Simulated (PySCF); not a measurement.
3-methylbut-1-ene (C₅H₁₀), SMILES C=CC(C)C.

Geometry optimised at PBE0-D3(BJ)/def2-SVP. One conformer was computed; it need not be the lowest.

Computed with PySCF with TDA-PBE/def2-SVPD.

Vertical excitations. Isolated molecule, no solvent.

Computed UV-visible absorptions:
```json
[
 {"state": "S1", "energy (eV)": "6.40", "λ (nm)": "194", "f": "0.050", "main pairs": "HOMO→LUMO+1 87 %"},
 {"state": "S2", "energy (eV)": "7.03", "λ (nm)": "176", "f": "0.015", "main pairs": "HOMO→LUMO+2 98 %"},
 {"state": "S3", "energy (eV)": "7.22", "λ (nm)": "172", "f": "0.121", "main pairs": "HOMO→LUMO+3 53 %, HOMO→LUMO 19 %, HOMO−2→LUMO 17 %"},
 {"state": "S4", "energy (eV)": "7.27", "λ (nm)": "171", "f": "0.001", "main pairs": "HOMO−1→LUMO 96 %"},
 {"state": "S5", "energy (eV)": "7.36", "λ (nm)": "169", "f": "0.009", "main pairs": "HOMO−2→LUMO 64 %, HOMO→LUMO+3 32 %"},
 {"state": "S6", "energy (eV)": "7.45", "λ (nm)": "167", "f": "0.025", "main pairs": "HOMO→LUMO+4 95 %"},
 {"state": "S7", "energy (eV)": "7.56", "λ (nm)": "164", "f": "0.149", "main pairs": "HOMO−3→LUMO 52 %, HOMO→LUMO 15 %, HOMO−2→LUMO 12 %, HOMO→LUMO+3 9 %"},
 {"state": "S8", "energy (eV)": "7.99", "λ (nm)": "155", "f": "0.065", "main pairs": "HOMO→LUMO+5 62 %, HOMO−3→LUMO 16 %"},
 {"state": "S9", "energy (eV)": "8.04", "λ (nm)": "154", "f": "0.013", "main pairs": "HOMO−1→LUMO+1 97 %"},
 {"state": "S10", "energy (eV)": "8.13", "λ (nm)": "152", "f": "0.075", "main pairs": "HOMO→LUMO+5 32 %, HOMO−3→LUMO 17 %, HOMO→LUMO 12 %, HOMO→LUMO+6 9 %"},
 {"state": "T1", "energy (eV)": "4.52", "λ (nm)": "274", "f": "0", "main pairs": "HOMO→LUMO 96 %"},
 {"state": "T2", "energy (eV)": "6.34", "λ (nm)": "195", "f": "0", "main pairs": "HOMO→LUMO+1 98 %"},
 {"state": "T3", "energy (eV)": "6.86", "λ (nm)": "181", "f": "0", "main pairs": "HOMO−1→LUMO 95 %"},
 {"state": "T4", "energy (eV)": "6.94", "λ (nm)": "179", "f": "0", "main pairs": "HOMO→LUMO+2 95 %"}
]
```
Triplets are in the Tamm–Dancoff approximation.
